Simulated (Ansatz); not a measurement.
HClGe, SMILES `[Cl][GeH]` (excited triplet) (charge 0, multiplicity 3). This triplet is an excited state, 1.70 eV above the relaxed singlet at the level composite: frozen-core CCSD(T) with HF/cc-pVQZ and the correlation energy extrapolated as X^-3 from cc-pVTZ and cc-pVQZ, plus CCSDT(Q) minus CCSD(T) in cc-pVDZ // B3LYP-D3(BJ)/def2-TZVP (Ansatz, an electronic-structure program).

Cartesian coordinates (Å):
```xyz
3

Cl     1.7188    -0.2202     0.0000
Ge    -0.2797     0.6376     0.0000
H     -1.4391    -0.4174     0.0000
```
Charge 0, spin multiplicity 3.

Frozen-core energies in cc-pVDZ from Ansatz at a geometry from B3LYP-D3(BJ)/def2-TZVP; the HF reference has <S^2> = 2.01 and the T1 diagnostic is 0.013.

```csv
level,energy (Ha)
HF,-2535.39596
MP2,-2535.60704
CCSD,-2535.63290
CCSD(T),-2535.63908
```

**Question.** Estimate the energies of CCSDT and CCSDT(Q), and give each level's difference from CCSDT(Q).

**Answer.** 
```json
[
 {"level": "MP2", "energy (Ha)": "-2535.60704", "difference from CCSDT(Q) (mHa)": "33.23"},
 {"level": "CCSD", "energy (Ha)": "-2535.63290", "difference from CCSDT(Q) (mHa)": "7.36"},
 {"level": "CCSD(T)", "energy (Ha)": "-2535.63908", "difference from CCSDT(Q) (mHa)": "1.19"},
 {"level": "CCSDT", "energy (Ha)": "-2535.63981", "difference from CCSDT(Q) (mHa)": "0.46"},
 {"level": "CCSDT(Q)", "energy (Ha)": "-2535.64027", "difference from CCSDT(Q) (mHa)": "0.00"}
]
```
